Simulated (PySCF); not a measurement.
## NMR problem set

All values are calculated (PySCF): GFN2-xTB structure, PBE0/pcSseg-1 with gauge-including orbitals. One conformer, gas phase, rapidly exchanging positions averaged, non-relativistic.

Chemical shifts δ = σref − σ; TMS for 1H and 13C, all at this level. Where no couplings were computed, multiplicities follow the n + 1 count of equivalent neighbours, and m marks all less simple cases (inequivalent or close neighbours, rings, F or P nearby). Shifts are as computed. Against solution values, carbons near 30 ppm lie about +3 ppm off and those near 130 ppm about +5 ppm. Of 1211 compounds with measured shifts, 218 miss one by over three times the rms of a fit or turn the order of signals round; such compounds aren't used in these exercises. OH and NH positions are gas-phase values without hydrogen bonding to other molecules.

**Question.** C7H6N2O. 1H NMR (400 MHz, computed): δ 9.06 (s, 1H), 8.80 (d, 1H), 7.54 (d, 1H), 7.41 (s, 1H), 3.24 (br s, 2H). 13C{1H} NMR (computed): δ 157.1 (C), 146.0 (CH), 139.0 (CH), 135.8 (C), 134.0 (C), 132.5 (CH), 116.0 (CH). Give a structure.

**Answer.** SMILES Nc1coc2cnccc12. Rings plus π bonds: 6 (2 rings in the answer). 7 carbon signals for 7 carbons: no two carbons are equivalent. Carbon types of the structure: 3 × C, 4 × CH, leaving 2 H on heteroatoms. δC 146.0, 139.0: aromatic CH next to a ring nitrogen. δC 135.8: aromatic carbon bearing nitrogen; an ipso carbon deshielded by its heteroatom. δC 132.5: aromatic CH next to the ring oxygen. δH 9.06, 8.80: hydrogen on an aromatic CH next to a ring nitrogen; ring current plus the neighbouring ring nitrogen.

The data come from this structure; uniqueness wasn't tested.

**Question.** C7H6N2O. 1H NMR (400 MHz, computed): δ 8.09 (s, 1H), 1.92 (m, 1H), 1.36 (m, 2H), 0.57 (m, 2H). 13C{1H} NMR (computed): δ 158.2 (CH), 144.7 (C), 140.9 (C), 116.1 (C), 17.4 (CH2), 7.0 (CH). Identify the compound.

**Answer.** `N#Cc1nocc1C1CC1`. Rings plus π bonds: 6 (2 rings in the answer). 6 carbon signals for 7 carbons: some carbons are equivalent by symmetry or fast rotation. Carbon types of the structure: 3 × C, 2 × CH, 2 × CH2, which accounts for all hydrogens. δC 158.2: aromatic CH next to the ring oxygen. δC 144.7: substituted aromatic carbon next to a ring nitrogen. δC 140.9: substituted aromatic carbon. δC 116.1: nitrile carbon; this is the usual window of a C≡N carbon, which has no attached hydrogen.

This is the structure that produced the data.
